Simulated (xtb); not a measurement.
C3H6O, charge +1, doublet, geometry from GFN2-xTB (a state made from the parent by changing its charge; the spin is typed, not shown lowest); xtb 6.7.1 with GFN1-xTB.

The xtb input:
```
$ xtb mol.xyz --gfn 1 --chrg 1 --uhf 1 --ohess --json

# file mol.xyz
10

C     -1.18597595    -0.14441293    -0.71373654
C     -0.01271310    -0.00375321     0.24223374
C      1.25579545     0.16576373    -0.57745768
O     -0.07584897    -0.02317817     1.41320140
H     -1.30258545    -1.21644870    -0.90209386
H     -1.03621479     0.37090044    -1.65944088
H     -2.06911206     0.23818194    -0.19380452
H      2.08828814    -0.17109857     0.04700893
H      1.22921474    -0.37762274    -1.51942441
H      1.35456264     1.23592760    -0.78409358
```

It wrote (shortened):

```
   ID    Z sym.   atoms
    1    6 C      1-3
    2    8 O      4
    3    1 H      5-10

           -------------------------------------------------
          |                Calculation Setup                |
           -------------------------------------------------

           -------------------------------------------------
          |                 G F N 1 - x T B                 |
           -------------------------------------------------

          ...................................................
          :                      SETUP                      :
          :.................................................:
          :  # basis functions                  28          :
          :  # atomic orbitals                  28          :
          :  # shells                           20          :
          :  # electrons                        23          :
          :  # halogen bonds                     0          :
          :  max. iterations                   250          :
          :  Hamiltonian                  GFN1-xTB          :
          :  restarted?                      false          :
          :  GBSA solvation                  false          :
          :  PC potential                    false          :
          :  electronic temp.          300.0000000     K    :
          :  accuracy                    1.0000000          :
          :  -> integral cutoff          0.2500000E+02      :
          :  -> integral neglect         0.1000000E-07      :
          :  -> SCF convergence          0.1000000E-05 Eh   :
          :  -> wf. convergence          0.2000000E-04 e    :
          :  Broyden damping             0.4000000          :
          :  net charge                          1          :
          :  unpaired electrons                  1          :
          ...................................................

 iter      E             dE          RMSdq      gap      omega  full diag
   1    -13.7630009 -0.137630E+02  0.730E+00    5.55       0.0  T
   2    -13.8491128 -0.861119E-01  0.446E+00    4.29       1.0  T
   3    -13.8435254  0.558741E-02  0.226E+00    4.57       1.0  T
   4    -13.8653902 -0.218648E-01  0.328E-01    4.45       1.0  T
   5    -13.8659750 -0.584794E-03  0.638E-02    4.46       1.0  T
   6    -13.8659911 -0.161418E-04  0.353E-03    4.46       9.0  T
   7    -13.8659913 -0.126890E-06  0.277E-03    4.46      11.4  T
   8    -13.8659913 -0.704732E-07  0.427E-04    4.46      74.0  T
   9    -13.8659913 -0.157914E-08  0.102E-04    4.46     310.9  T
  10    -13.8659913 -0.139382E-09  0.103E-05    4.46    3080.3  T

   *** convergence criteria satisfied after 10 iterations ***

         :::::::::::::::::::::::::::::::::::::::::::::::::::::
         ::                     SUMMARY                     ::
         :::::::::::::::::::::::::::::::::::::::::::::::::::::
         :: total energy             -13.691758013742 Eh    ::
         :: gradient norm              0.024583372897 Eh/a0 ::
         :: HOMO-LUMO gap              4.457806343876 eV    ::
         ::.................................................::
         :: SCC energy               -13.865991347268 Eh    ::
         :: -> electrostatic           0.159098640698 Eh    ::
         :: repulsion energy           0.176750733607 Eh    ::
         :: dispersion energy         -0.002517400081 Eh    ::
         :: halogen bond corr.         0.000000000000 Eh    ::
         :: add. restraining           0.000000000000 Eh    ::
         :: total charge               1.000000000000 e     ::
         :::::::::::::::::::::::::::::::::::::::::::::::::::::

      -----------------------------------------------------------
     |                   =====================                   |
     |                        A N C O P T                        |
     |                   =====================                   |
     |               Approximate Normal Coordinate               |
[...]
 * total energy  :   -13.6923284 Eh     change       -0.2231412E-04 Eh
 * total energy  :   -13.6923460 Eh     change       -0.1766454E-04 Eh
 * total energy  :   -13.6923638 Eh     change       -0.1773274E-04 Eh
 * total energy  :   -13.6923780 Eh     change       -0.1421813E-04 Eh
 * total energy  :   -13.6923891 Eh     change       -0.1111565E-04 Eh
 * total energy  :   -13.6923991 Eh     change       -0.9976681E-05 Eh
 * total energy  :   -13.6924085 Eh     change       -0.9397384E-05 Eh
 * total energy  :   -13.6924170 Eh     change       -0.8499251E-05 Eh
 * total energy  :   -13.6924245 Eh     change       -0.7551570E-05 Eh
 * total energy  :   -13.6924308 Eh     change       -0.6288222E-05 Eh
 * total energy  :   -13.6924364 Eh     change       -0.5634071E-05 Eh
 * total energy  :   -13.6924412 Eh     change       -0.4794599E-05 Eh
   *** GEOMETRY OPTIMIZATION CONVERGED AFTER 16 ITERATIONS ***
         :: total energy             -13.692441227512 Eh    ::
[...]
  25: 95.23  26:  3.60  27: 20.03  28: 43.39  29:  8.49  30:  8.00
 Raman intensities (Ä⁴*amu⁻¹)
   1:  0.00   2:  0.00   3:  0.00   4:  0.00   5:  0.00   6:  0.00   7:  0.00   8:  0.00
   9:  0.00  10:  0.00  11:  0.00  12:  0.00  13:  0.00  14:  0.00  15:  0.00  16:  0.00
  17:  0.00  18:  0.00  19:  0.00  20:  0.00  21:  0.00  22:  0.00  23:  0.00  24:  0.00
  25:  0.00  26:  0.00  27:  0.00  28:  0.00  29:  0.00  30:  0.00
 output can be read by thermo (or use thermo option).
 writing <g98.out> molden fake output.
 recommended (thermochemical) frequency scaling factor: 1.0
           -------------------------------------------------
          |             Thermodynamic Functions             |
           -------------------------------------------------

c2  symmetry found (for desy threshold:  0.10E+00) used in thermo

          ...................................................
          :                      SETUP                      :
          :.................................................:
          :  # frequencies                          24      :
          :  # imaginary freq.                       0      :
          :  linear?                             false      :
          :  only rotor calc.                    false      :
          :  symmetry                               c2      :
          :  rotational number                       2      :
          :  scaling factor                  1.0000000      :
          :  rotor cutoff                   50.0000000 cm⁻¹ :
          :  imag. cutoff                  -20.0000000 cm⁻¹ :
          :.................................................:

    mode    ω/cm⁻¹     T·S(HO)/kcal·mol⁻¹    T·S(FR)/kcal·mol⁻¹   T·S(vib)
   ------------------------------------------------------------------------
       1     58.40    -1.34480 ( 65.05%)    -1.00931 ( 34.95%)    -1.22755
       2    103.08    -1.01226 ( 94.76%)    -0.84152 (  5.24%)    -1.00331
   ------------------------------------------------------------------------

   temp. (K)  partition function   enthalpy   heat capacity  entropy
                                   cal/mol     cal/K/mol   cal/K/mol   J/K/mol
 298.15  VIB   18.4                 1820.823     12.096     11.472
         ROT  0.206E+05              888.752      2.981     22.719
         INT  0.379E+06             2709.575     15.077     34.191
         TR   0.428E+27             1481.254      4.968     38.081
         TOT                        4190.8290    20.0451    72.2719   302.3858

       T/K    H(0)-H(T)+PV         H(T)/Eh          T*S/Eh         G(T)/Eh
   ------------------------------------------------------------------------
    298.15    0.667851E-02    0.855576E-01    0.343387E-01    0.512189E-01
   ------------------------------------------------------------------------

         :::::::::::::::::::::::::::::::::::::::::::::::::::::
         ::                  THERMODYNAMIC                  ::
         :::::::::::::::::::::::::::::::::::::::::::::::::::::
         :: total free energy         -13.641222363117 Eh   ::
         ::.................................................::
         :: total energy              -13.692441227512 Eh   ::
         :: zero point energy           0.078879079163 Eh   ::
         :: G(RRHO) w/o ZPVE           -0.027660214768 Eh   ::
         :: G(RRHO) contrib.            0.051218864395 Eh   ::
         :::::::::::::::::::::::::::::::::::::::::::::::::::::

optimized geometry written to: xtbopt.xyz

           -------------------------------------------------
          | TOTAL ENERGY              -13.692441227512 Eh   |
          | TOTAL ENTHALPY            -13.606883637171 Eh   |
          | TOTAL FREE ENERGY         -13.641222363117 Eh   |
          | GRADIENT NORM               0.000193434932 Eh/α |
          | HOMO-LUMO GAP               4.492756925322 eV   |
           -------------------------------------------------

normal termination of xtb
```
